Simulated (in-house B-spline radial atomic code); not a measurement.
The outermost shell (largest non-relativistic mean radius) with and without relativity; Dirac values are averaged over j. Computed with an all-electron radial atomic-structure program (B-spline basis): non-relativistic Hartree-Fock and Dirac-Hartree-Fock, averages of the configuration (point nuclei without relativity, finite nuclei with it).

```json
{"ion": "Re3+", "configuration": "[Xe] 4f14 5d4", "outermost shell": "5d", "radius non-relativistic (bohr)": "1.6447", "radius Dirac (bohr)": "1.6718", "radius change (%)": "1.6452", "level non-relativistic (eV)": "-39.988", "level Dirac (eV)": "-38.76", "spin-orbit splitting (eV)": "0.99799"}
{"ion": "Os3+", "configuration": "[Xe] 4f14 5d5", "outermost shell": "5d", "radius non-relativistic (bohr)": "1.5757", "radius Dirac (bohr)": "1.6001", "radius change (%)": "1.5476", "level non-relativistic (eV)": "-42.185", "level Dirac (eV)": "-40.901", "spin-orbit splitting (eV)": "1.195"}
{"ion": "Ir3+", "configuration": "[Xe] 4f14 5d6", "outermost shell": "5d", "radius non-relativistic (bohr)": "1.5136", "radius Dirac (bohr)": "1.5357", "radius change (%)": "1.4606", "level non-relativistic (eV)": "-44.378", "level Dirac (eV)": "-43.038", "spin-orbit splitting (eV)": "1.4092"}
{"ion": "Pt3+", "configuration": "[Xe] 4f14 5d7", "outermost shell": "5d", "radius non-relativistic (bohr)": "1.4572", "radius Dirac (bohr)": "1.4773", "radius change (%)": "1.3824", "level non-relativistic (eV)": "-46.572", "level Dirac (eV)": "-45.174", "spin-orbit splitting (eV)": "1.6414"}
{"ion": "Au3+", "configuration": "[Xe] 4f14 5d8", "outermost shell": "5d", "radius non-relativistic (bohr)": "1.4056", "radius Dirac (bohr)": "1.4241", "radius change (%)": "1.3114", "level non-relativistic (eV)": "-48.769", "level Dirac (eV)": "-47.313", "spin-orbit splitting (eV)": "1.8923"}
{"ion": "Hg3+", "configuration": "[Xe] 4f14 5d9", "outermost shell": "5d", "radius non-relativistic (bohr)": "1.3583", "radius Dirac (bohr)": "1.3752", "radius change (%)": "1.2466", "level non-relativistic (eV)": "-50.973", "level Dirac (eV)": "-49.456", "spin-orbit splitting (eV)": "2.1628"}
{"ion": "Tl3+", "configuration": "[Xe] 4f14 5d10", "outermost shell": "5d", "radius non-relativistic (bohr)": "1.3149", "radius Dirac (bohr)": "1.3305", "radius change (%)": "1.1866", "level non-relativistic (eV)": "-53.183", "level Dirac (eV)": "-51.605", "spin-orbit splitting (eV)": "2.4537"}
{"ion": "Pb3+", "configuration": "[Xe] 4f14 5d10 6s1", "outermost shell": "6s", "radius non-relativistic (bohr)": "2.3941", "radius Dirac (bohr)": "2.144", "radius change (%)": "-10.446", "level non-relativistic (eV)": "-36.003", "level Dirac (eV)": "-40.832", "spin-orbit splitting (eV)": "-"}
{"ion": "Bi3+", "configuration": "[Xe] 4f14 5d10 6s2", "outermost shell": "6s", "radius non-relativistic (bohr)": "2.2927", "radius Dirac (bohr)": "2.058", "radius change (%)": "-10.238", "level non-relativistic (eV)": "-37.986", "level Dirac (eV)": "-42.96", "spin-orbit splitting (eV)": "-"}
```
